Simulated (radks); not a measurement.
Task: The mean radii <r> (bohr) of the occupied orbitals of an atom or ion are listed with their occupations. All-electron calculation, scalar-relativistic Kohn-Sham, exchange-only LDA, spin-polarised, spherical densities, finite nucleus; Fermi nuclear charge, rms radius of each element as measured or else 0.836 A^(1/3) + 0.57 fm. Program: a radial shooting solver on a logarithmic mesh with Libxc functionals.

orbital  occ.      <r>
1s down     1  0.02113
1s up       1  0.02113
2s up       1  0.08984
2s down     1  0.08984
2p up       3  0.07948
2p down     3  0.07948
3s up       1   0.2349
3s down     1   0.2347
3p up       3   0.2337
3p down     3   0.2335
3d up       5   0.2124
3d down     5   0.2121
4s up       1   0.5290
4s down     1   0.5292
4p up       3   0.5599
4p down     3   0.5602
4d up       5   0.6048
4d down     5   0.6061
5s up       1    1.240
5s down     1    1.257
5p up       3    1.418
5p down     3    1.443
4f up       7   0.7556
4f down     1   0.7780

Name the element and its charge. Open shells, if any, are filled with parallel spins first.

Result: Z = 66, dysprosium, charge +4: Dy4+ in [Xe] 4f8. The 1s radius gives Z: for a bare nucleus <r> = (2 gamma + 1)/(2Z) with gamma = sqrt(1 - (Z/c)^2), 0.02085 bohr for Z = 66, and screening makes it slightly larger (0.02113 here). The occupations add up to 62, and the charge is Z minus that.
